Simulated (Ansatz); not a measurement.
Consider the redistribution: `BO[SiH](S)Cl` + `C#[C][GaH][Cl]` → `BO[SiH2]S` + `C#[C][Ga]([Cl])[Cl]`.

Gas-phase electronic energies from Ansatz, PBE0-D4/def2-TZVP geometries. CCSD(T)/CBS adds triple-zeta CCSD(T) − MP2 to the extrapolated MP2 energy (def2 sets, frozen cores). DFT in def2-TZVPP. For Ga outer-core shells are correlated without core-valence functions, which leaves a few kJ/mol of doubt a bond. Scalar relativity is left out up to krypton. One conformer a species, not always the lowest.

| level | ΔE (kcal/mol) |
| --- | --- |
| B2PLYP | -3.2 |
| HF/def2-TZVPP | -5.2 |

What does CCSD(T)/CBS give? (Estimate.)

The calculation gave: -2.3 kcal/mol. The listed levels differ from it by -0.9, -2.9 kcal/mol.

Largest T1 diagnostic among the species: 0.013.

The D4 term adds +0.9 kcal/mol with B3LYP and +0.5 kcal/mol with PBE0; it sums over pairs of atoms, weighted by their polarisabilities, and B3LYP, whose exchange is more repulsive, gets the larger term. In def2-TZVPP, CCSD(T) changes the Hartree–Fock value by +1.6 kcal/mol (the triples alone add +0.1 kcal/mol) and MP2 by +2.1 kcal/mol.

B3LYP here is the variant with VWN-RPA as its local correlation; programs differ in this.
